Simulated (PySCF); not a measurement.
## Static response to an electric field

Species: 2-methyl-[1,2,4]diazaphospholo[1,5-a]pyridine, C₇H₇N₂P.
Cartesian coordinates in Å at the PBE0-D3(BJ)/def2-SVP level; atoms count from 1:
```xyz
17
C7H7N2P angstrom
C      3.2153   -0.1741   -0.7891
C      1.7278   -0.1663   -0.6419
N      1.2144    0.3746    0.4480
N     -0.1166    0.2948    0.4084
C     -0.8706    0.7920    1.4328
C     -2.2312    0.7058    1.3830
C     -2.8551    0.0974    0.2623
C     -2.0862   -0.3981   -0.7606
C     -0.6742   -0.3083   -0.7091
P      0.5774   -0.8276   -1.8220
H      3.6771    0.3006    0.0870
H      3.5275    0.3716   -1.6925
H      3.6003   -1.2013   -0.8788
H     -0.2954    1.2379    2.2440
H     -2.8205    1.1072    2.2079
H     -3.9436    0.0261    0.2181
H     -2.5421   -0.8699   -1.6328
```

Level: PBE0/def2-SVPD (PySCF), static field, nuclei fixed, core orbitals frozen in the response. The polarisability tensor in these axes (au):

```
x   168.26  -7.48 -22.91
y    -7.48  83.49  25.77
z   -22.91  25.77 122.26
```

**Question.** Diagonalise the tensor; give its mean and Δα, where Δα² is half the sum of the squared differences of the eigenvalues.

**Answer.** Principal values 70.49, 122.71 and 180.81 au; mean 124.67 au = 18.47 Å³ = 20.56 × 10⁻⁴⁰ C²·m²/J; Δα = 95.59 au (77 % of the mean).

**Question.** What is the dipole moment, and where does it point?

**Answer.** (-1.83, 0.61, 1.33) D, 2.34 D in size, pointing from the negative to the positive side. Measured along this direction, the outermost atoms are H13 and H12 at the negative end and H15 at the positive end.

**Question.** In a dilute gas of rigid molecules at 400 K, how does the orientational term μ²/3kT compare with the electronic polarisability?

**Answer.** In Gaussian units μ²/3kT = 33.12 Å³ against 18.47 Å³, a ratio of 1.79; the Debye molar polarisation (4π/3)N_A(α + μ²/3kT) is 130.2 cm³/mol, leaving out the vibrational part.

**Question.** Molar refractivity from α?

**Answer.** Lorentz–Lorenz: R = (4π/3)N_A α = 2.5225 cm³/(mol·Å³) × 18.47 Å³ = 46.6 cm³/mol, in the limit of long wavelengths.

**Question.** Give the eigenvalues of the traceless quadrupole moment Θ = ½Σq(3rr − r²1), origin at the centre of nuclear charge.

**Answer.** -8.70, -3.42, 12.11 D·Å. The values depend on the origin, since the dipole doesn't vanish. The electronic extent ⟨r²⟩ about the same centre is 1577 bohr², a root-mean-square distance of 2.38 Å for the 78 electrons.

Isolated species at its PBE0-D3(BJ)/def2-SVP geometry, gas phase.
